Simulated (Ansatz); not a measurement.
M(SH)2 with several metals: PBE-D4/def2-TZVP single points in Ansatz on relaxed structures, gas phase. HOMO and LUMO are taken over both spins. Binding counts from free atoms in the multiplicity of their measured ground term, without zero-point energy. Names give formal oxidation states. The structures are stationary points that may keep the symmetry of their start. Remarks come from the PBE and PBE0 runs and from stability tests at other levels; not every state was tested.

```json
{"species": "Mn(SH)2 (MnH2S2)", "atoms": "5", "state": "sextet", "geometry": "PBE-D4/def2-TZVP", "HOMO (eV)": "-5.93", "LUMO (eV)": "-4.01", "gap (eV)": "1.92", "binding per atom (eV)": "2.86", "point group (within 0.1 Å)": "C2", "remarks": "–"}
{"species": "Co(SH)2 (CoH2S2)", "atoms": "5", "state": "quartet", "geometry": "r2SCAN-D4/def2-TZVP", "HOMO (eV)": "-5.85", "LUMO (eV)": "-5.08", "gap (eV)": "0.78", "binding per atom (eV)": "2.83", "point group (within 0.1 Å)": "C2h", "remarks": "–"}
{"species": "Cr(SH)2 (CrH2S2)", "atoms": "5", "state": "quintet", "geometry": "PBE-D4/def2-TZVP", "HOMO (eV)": "-5.66", "LUMO (eV)": "-4.65", "gap (eV)": "1.01", "binding per atom (eV)": "2.74", "point group (within 0.1 Å)": "C2h", "remarks": "spin-contaminated (⟨S²⟩ up to 6.18)"}
{"species": "Cu(SH)2 (CuH2S2)", "atoms": "5", "state": "doublet", "geometry": "PBE0-D4/def2-TZVP", "HOMO (eV)": "-6.24", "LUMO (eV)": "-5.49", "gap (eV)": "0.74", "binding per atom (eV)": "2.67", "point group (within 0.1 Å)": "C2h", "remarks": "–"}
```

The gap (eV) runs from 0.74 (Cu(SH)2) to 1.92 (Mn(SH)2).
